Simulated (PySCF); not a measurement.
## NMR problem set

- GIAO PBE0/pcSseg-1 shieldings
- GFN2-xTB structure
- J: B3LYP/pcJ-1 (spin–dipole term left out of most H,H and C,H couplings)
- code: PySCF 2.14
- no solvent model, equivalent nuclei averaged, relativity neglected, a single conformation

δ = σ(ref) − σ, references computed at the same level: ¹H (σ = 31.72 ppm), ¹³C (σ = 186.93 ppm) against TMS. Multiplet labels drop J under 1 Hz and among equivalent protons, and merge close values. Unscaled 3J(H,H) run several per cent high. Splittings of carbon signals by F and P are missing where no couplings were computed. Where no couplings were computed, multiplicities follow the n + 1 count of equivalent neighbours, and m marks all less simple cases (inequivalent or close neighbours, rings, F or P nearby). Shifts are as computed. Against solution values, carbons near 30 ppm lie about +3 ppm off and those near 130 ppm about +5 ppm; carbons on Cl a further +6 ppm. Of 1211 compounds with measured shifts, 218 miss one by over three times the rms of a fit or turn the order of signals round; such compounds aren't used in these exercises. Carbons bonded to Cl come out too deshielded. OH and NH positions are gas-phase values without hydrogen bonding to other molecules.

**Question.** C7H6F2O. ¹H NMR (300 MHz, computed): δ 7.70 (m, 1H), 7.29 (m, 1H), 7.26 (d, 1H), 7.03 (m, 1H), 6.92 (m, 1H), 4.50 (br s, 1H). ¹³C{¹H} NMR (computed): δ 163.8 (C), 143.8 (C), 136.1 (CH), 121.8 (CH), 121.2 (CH), 120.8 (CH), 114.4 (CH). Identify the compound.

**Answer.** `Oc1cccc(C(F)F)c1`. The formula gives 4 degrees of unsaturation (1 ring in the answer). 7 carbon signals for 7 carbons: no two carbons are equivalent. Carbon types of the structure: 2 × C, 5 × CH, leaving 1 H on heteroatoms. δC 163.8: aromatic carbon bearing oxygen; an ipso carbon deshielded by its heteroatom. δC 143.8: substituted aromatic carbon. δC 136.1, 121.8, 121.2, 114.4: aromatic CH. δC 120.8: sp3 CH bonded to 2 F, on an aromatic ring; 2 electronegative neighbours deshield it.

This is the structure that produced the data.

**Question.** C5H7N3. ¹H NMR (400 MHz, computed): δ 7.84 (m, 1H), 7.61 (m, 1H), 6.26 (m, 1H), 5.79 (m, 1H), 5.58 (m, 1H), 5.11 (d, 2H). ¹³C{¹H} NMR (computed): δ 144.8 (CH), 139.0 (CH), 129.1 (CH), 125.3 (CH2), 56.0 (CH2). What is it?

**Answer.** `C=CCn1ccnn1`. The formula gives 4 degrees of unsaturation (1 ring in the answer). 5 carbon signals for 5 carbons: no two carbons are equivalent. Carbon types of the structure: 3 × CH, 2 × CH2, which accounts for all hydrogens. δC 144.8: alkene CH; as expected for a trigonal carbon in a double bond. δC 139.0, 129.1: aromatic CH next to a ring nitrogen. δC 125.3: terminal =CH2 carbon; an sp2 carbon of a C=C bond. δH 5.11: hydrogen on an allylic sp3 CH2 bonded to N; its carbon carries N, an electronegative neighbour.

This is the structure that produced the data.

**Question.** C5H7N3. ¹H NMR (600 MHz, computed): δ 7.49 (q, J = 1.1 Hz, 1H), 7.10 (m, 1H), 6.99 (m, 1H), 5.39 (m, 1H), 2.40 (d, J = 1.1 Hz, 3H). ¹³C{¹H} NMR (computed): δ 137.7 (C), 136.9 (CH), 131.9 (CH), 110.9 (CH2), 10.3 (CH3). Identify the compound.

**Answer.** `C=Cn1nncc1C`. Rings plus π bonds: 4 (1 ring in the answer). 5 carbon signals for 5 carbons: no two carbons are equivalent. Carbon types of the structure: 1 × C, 2 × CH, 1 × CH2, 1 × CH3, which accounts for all hydrogens. δC 137.7: substituted aromatic carbon next to a ring nitrogen. δC 136.9: aromatic CH next to a ring nitrogen. δC 131.9: alkene CH; an sp2 carbon of a C=C bond. δC 110.9: terminal =CH2 carbon; an sp2 carbon of a C=C bond.

The data come from this structure; uniqueness wasn't tested.

**Question.** C7H9Cl. ¹H NMR (400 MHz, computed): δ 1.65 (m, 6H), 1.17 (m, 3H). ¹³C{¹H} NMR (computed): δ 66.1, 44.7, 15.4. Give a structure.

**Answer.** SMILES C1[C@]2(Cl)C[C@@H]3[C@H]1[C@@H]3C2. Rings plus π bonds: 3 (3 rings in the answer). 3 carbon signals for 7 carbons: some carbons are equivalent by symmetry or fast rotation. Carbon types of the structure: 1 × C, 3 × CH, 3 × CH2, which accounts for all hydrogens. δC 66.1: fully substituted sp3 carbon bonded to Cl; deshielded by the electronegative neighbour. δC 44.7: sp3 CH2 in a ring; a saturated carbon with 2 carbon neighbours and no heteroatom attached. δC 15.4: three-membered-ring carbon; carbons of three-membered rings are unusually shielded. δH 1.17: hydrogen on a three-membered-ring carbon; cyclopropane-type protons are shielded by the ring.

The shifts were computed for this structure.
